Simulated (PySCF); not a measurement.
Electron correlation in O⁺ (oxygen, charge +1)

[He] 2s2 2p3, high-spin 4S determinant. All numbers are calculated (PySCF 2.14, scalar relativity by spin-free X2C-1e, in x2c-SVPall). Frozen: 1s2; 5 electrons correlated.

MP2 pair energies summed by pair of shells (mhartree):

```
 pair  energy  share (%)
2s-2p  -45.34       65.7
2p-2p  -16.54       24.0
2s-2s   -7.11       10.3
```

Total MP2 correlation energy: -68.98 mhartree.

Same-spin part -19.32 and opposite-spin part -49.66 mhartree; SCS-MP2 scales them by 1/3 and 6/5 to -66.03 mhartree.

| level | correlation energy (mhartree) |
| --- | --- |
| CCSD | -83.93 |
| (T) | -0.57 |
| CCSD(T) | -84.50 |

Diagnostics: T1 = 0.0038, D1 = 0.0069, largest double amplitude 0.035.

Q: Is a single reference adequate?

A: Yes: T1 lies below 0.03 and no double amplitude reaches 0.07.
